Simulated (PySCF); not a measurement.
## Exercise with solution: entropy of an ideal gas

HfF4, SMILES [F][Hf]([F])([F])[F], multiplicity 1.

Geometry optimised at PBE-D3(BJ)/def2-SVP. The multiplicity is an assumed one; other spin states were not compared. The isomer is the one that the SMILES or the coordinates give; other isomers of the formula were not compared. The def2 effective core potentials stand for the cores of Hf; spin–orbit coupling is left out.

PBE-D3(BJ)/def2-SVP (PySCF) gives the harmonic wavenumbers 152, 152, 152, 161, 161, 659, 659, 659, 665 cm⁻¹ and the rotational temperatures 0.1305, 0.1305, 0.1305 K. The molar mass is 254.48 g/mol, the symmetry number 12, the spin multiplicity 1.

Task: Work out the entropy at 298.15 K and 1 atm in the rigid-rotor, harmonic-oscillator model.

Result: 
Translation (Sackur–Tetrode at 1 atm): S = R[1.5 ln M + 2.5 ln T − 1.16487] = 177.8 J/(mol K).
Rotation: q = (√π/σ) T^1.5/√(θA θB θC) = 16100, S = R[ln q + 3/2] = 93.0 J/(mol K).
Vibration: with u = 1.4388 ν/T, each mode gives R[u/(e^u − 1) − ln(1 − e^−u)]:
```
ν (cm⁻¹)  modes     u  S (J/(mol K))
--------  -----  ----  -------------
152           3  0.73          33.23
161           2  0.78          21.24
659           3  3.18           4.50
665           1  3.21           1.47
```
These are all the modes. Sum 60.4 J/(mol K).
Spin: R ln 1 = 0.0 J/(mol K).
Total 331.3 J/(mol K); the program's own thermochemistry gives 331.3. Translation makes up 54 % and vibration 18 %. Anharmonicity, hindered rotation and orbital degeneracy are left out.
